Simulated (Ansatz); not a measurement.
A nudged elastic band was laid between two geometries of FGeH3 + H4OSi (11 atoms, charge 0, multiplicity 1).

Level of theory: RKS PBE/def2-SVP (Ansatz 0.2.0).

* movable images: 9
* climbing image: yes
* spring: 5.0 eV/Å²
* optimiser: quadratic models (default)
* start path: through a guess of the saddle point
* force threshold: 0.05 eV/Å
* iteration limit: 60
* end points: relaxed

Initial state:

```xyz
11
Properties=species:S:1:pos:R:3
Ge 0.635 0.110 -0.092
F -0.131 -0.170 1.505
H 2.148 -0.044 0.195
H 0.251 1.544 -0.514
H 0.096 -0.993 -1.031
O -2.549 0.237 0.441
Si -3.646 -1.015 0.213
H -2.983 -2.289 -0.258
H -4.417 -1.341 1.471
H -4.606 -0.548 -0.843
H -1.847 0.077 1.113
```

Final state:

```xyz
11
Properties=species:S:1:pos:R:3
Ge -0.182 -0.080 -0.433
F -0.545 0.877 2.378
H 1.006 -0.692 0.334
H -0.098 1.452 -0.596
H -0.407 -0.785 -1.800
O -1.690 -0.445 0.552
Si -3.158 -1.128 0.064
H -2.950 -2.534 -0.430
H -4.051 -1.134 1.269
H -3.787 -0.315 -1.037
H -1.186 0.351 1.897
```

Task: What changes between the two ends?

Result: Bonds broken: Ge1–F2, O6–H11. Bonds formed: Ge1–O6, F2–H11. FGeH3 + H4OSi becomes FH + GeH6OSi.

Task: Give the energies along the band, and the barrier.

Result: The forces met the threshold. The highest image is number 6 of 0 to 10, 0.85 eV above the first end and 0.64 eV above the last; the last end lies 0.21 eV above the first. A vibrational analysis at the climbing image gives one clearly imaginary mode, 330i cm⁻¹: a first-order saddle point. The orbitals stay closed-shell, which can raise the energy where a bond breaks towards radicals; this wasn't checked here.

| image | path coordinate (Å) | energy (eV) | Ge1–F2 (Å) | O6–H11 (Å) | Ge1–O6 (Å) |
| --- | --- | --- | --- | --- | --- |
| 0 | 0.00 | 0.00 | 1.79 | 0.98 | 3.23 |
| 1 | 0.68 | 0.01 | 1.79 | 0.98 | 3.20 |
| 2 | 1.35 | 0.02 | 1.79 | 0.98 | 3.23 |
| 3 | 2.03 | 0.05 | 1.79 | 0.98 | 3.29 |
| 4 | 2.71 | 0.18 | 1.80 | 0.98 | 2.97 |
| 5 | 3.38 | 0.57 | 1.85 | 1.00 | 2.51 |
| 6 | 4.07 | 0.85 | 2.04 | 1.10 | 2.09 |
| 7 | 4.78 | 0.33 | 2.56 | 1.50 | 1.87 |
| 8 | 5.49 | 0.21 | 2.99 | 1.64 | 1.84 |
| 9 | 6.19 | 0.21 | 2.99 | 1.64 | 1.84 |
| 10 | 6.90 | 0.21 | 2.99 | 1.64 | 1.84 |

Task: What is the geometry of the highest image?

Result: 
```xyz
11
Properties=species:S:1:pos:R:3:forces:R:3
Ge -0.078 0.240 -0.212 0.00 0.01 0.00
F -0.169 0.307 1.821 0.00 -0.01 0.00
H 1.049 -0.817 -0.077 0.00 0.00 0.00
H 0.326 1.733 -0.229 0.00 0.00 0.00
H -0.748 -0.047 -1.609 0.00 0.00 0.00
O -1.962 -0.163 0.589 -0.01 -0.01 0.00
Si -3.246 -1.204 0.192 0.01 0.01 0.00
H -2.909 -2.628 0.536 0.00 0.00 0.00
H -4.458 -0.771 0.963 0.00 0.00 0.00
H -3.477 -1.068 -1.283 0.00 0.00 0.00
H -1.377 -0.015 1.509 0.01 0.00 0.00
```

Task: What are the harmonic wavenumbers there?

Result: 330i, 49, 67, 83, 119, 347, 488, 620, 652, 684, 705, 765, 872, 893, 900, 906, 923, 951, 1006, 1134, 1974, 2071, 2075, 2110, 2174, 2191, 2204 cm⁻¹.

Time of the run: 6.7 min on 2 threads of Arm Neoverse V1, with other jobs on the host, peak memory 0.16 GiB.
